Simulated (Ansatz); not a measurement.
Species: C2H6BO2, charge -1, multiplicity 1. It need not be the lowest isomer of its formula. Whether it binds its extra electron was not tested at this geometry. 
Geometry from a B3LYP-D3(BJ)/def2-TZVP (Ansatz, a first-principles code) optimisation:
SMILES: CCB([O-])O
```xyz
11

C     -2.0142    -0.1750     0.2052
C     -0.6702    -0.8198    -0.1359
B      0.5918     0.2006    -0.0196
O      0.5417     1.4439     0.3281
O      1.8230    -0.4861    -0.3669
H     -2.8615    -0.8706     0.1274
H     -2.2096     0.6746    -0.4541
H     -1.9976     0.2301     1.2201
H     -0.7047    -1.2394    -1.1516
H     -0.4958    -1.6862     0.5181
H      2.4990     0.1948    -0.2669
```
Charge -1, spin multiplicity 1.

Basis-set convergence of Hartree-Fock and CCSD(T) correlation energies (hartree) with Ansatz. Correlated levels leave the core frozen unless marked. Spin-orbit coupling is left out. Non-relativistic.

| basis | functions | E(HF) | E(corr, CCSD(T)) |
|---|---|---|---|
| aug-cc-pVDZ | 169 | -253.78404 | -0.87012 |
| aug-cc-pVTZ | 368 | -253.84826 | -1.03656 |
| aug-cc-pVQZ | 676 | -253.86427 | -1.08762 |

Extrapolating the two largest sets (X = 3 and 4) as X^-3: E(corr) = (64·(-1.08762) - 27·(-1.03656))/37 = -1.1249 Eh, an estimate of the basis-set limit. The largest set recovers 96.7 % of it, the smallest 77.4 %.
